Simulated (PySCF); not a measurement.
Work out the structure from these simulated measurements.

Formula: C5H7NO2Si.

| Quantity | Value |
| --- | --- |
| Rotational structure | rotational constants A, B, C: 2.789, 0.802, 0.683 GHz [GFN2-xTB] |
| 13C NMR | chemical shifts (computed TMS as zero) by class: 159.9 (1 C), 138.4 (1 C), 135.5 (1 C), 117.8 (1 C), -8.6 (1 C) ppm [GIAO PBE0/pcSseg-1] |
| Polarisability | 99.1 au [B3LYP/def2-SVPD] |
| NMR, other nuclei | isotropic shieldings of nuclei other than C and H, by class: -73 (1 N), -127 (1 O), 71 (1 O), 402 (1 Si) ppm [GIAO PBE0/pcSseg-1] |
| Triplet | lowest triplet excitation (Tamm–Dancoff): 3.36 eV [TDA B3LYP/def2-SVPD] |
| UV, first state | lowest singlet excitation: 5.01 eV (247 nm, f = 0.016) [TDDFT B3LYP/def2-SVPD] |

Gas-phase values; electronic properties from PySCF, density fitting. Levels stand in brackets. One conformer (not necessarily the lowest) at the GFN2-xTB geometry, without solvent, vibrations or thermal averaging. NMR classes are plain means over equivalent atoms (diastereotopic ones count apart unless rotation or inversion swaps them), as if these changed places fast.

**Question.** Give a SMILES that accounts for the data.

**Answer.** Numbering: `[CH3:1][SiH2:2]/[CH:3]=[C:4](\[C:5]#[N:6])[O:7][CH:8]=[O:9]`. Its formula, C5H7NO2Si, gives 4 degrees of unsaturation: 0 rings and 4 π bonds in the structure found. 5 carbons fall into 5 classes; from least to most shielded: ester carbonyl carbon [C8] (159.9 ppm), vinylic carbon bearing oxygen [C4] (138.4 ppm), alkene CH carbon [C3] (135.5 ppm), nitrile carbon [C5] (117.8 ppm), Si-methyl carbon [C1] (-8.6 ppm). The other shieldings belong to: -73 ppm, nitrile nitrogen [N6]; -127 ppm, ester carbonyl oxygen [O9]; 71 ppm, ester single-bonded oxygen [O7]; 402 ppm, SiH2 silicon [Si2]. S1 is mainly HOMO−1→LUMO (weight 0.82); the largest Löwdin shares of the orbital it empties are 0.56 on the ester carbonyl oxygen, 0.10 on the nitrile nitrogen, 0.10 on the ester carbonyl carbon and 0.06 on the nitrile carbon, of the orbital it fills 0.29 on the alkene CH carbon, 0.20 on the vinylic carbon bearing oxygen, 0.13 on the nitrile nitrogen and 0.09 on the nitrile carbon. The optimised geometry has point group C1 and is an asymmetric top. Structure: `C(/[SiH2]C)=C(/C#N)OC=O`. Computed isomers that give other values at the same levels: `C=NC1=C[SiH2]OC(=O)C1` (13C chemical shifts (computed TMS as zero) by class: 170.7 (1 C), 168.8 (1 C), 151.4 (1 C), 94.1 (1 C), 43.8 (1 C) ppm); `[H]/N=C(/CC#C[SiH3])C(=O)O` (13C chemical shifts (computed TMS as zero) by class: 169.1 (1 C), 163.7 (1 C), 112.6 (1 C), 84.9 (1 C), 31.0 (1 C) ppm); `C=C[C@@H](C=O)O[SiH2]C#N` (13C chemical shifts (computed TMS as zero) by class: 204.4 (1 C), 135.2 (1 C), 126.5 (1 C), 125.5 (1 C), 83.5 (1 C) ppm). The assignments are read from this structure; whether some other isomer fits the data as well wasn't checked.

Shape of the structure used: `[CH3:1][SiH2:2]/[CH:3]=[C:4](\[C:5]#[N:6])[O:7][CH:8]=[O:9]`: C1–Si2–C3–C4 63°, C3–C4–O7–C8 167°, C4–O7–C8–O9 -2°.
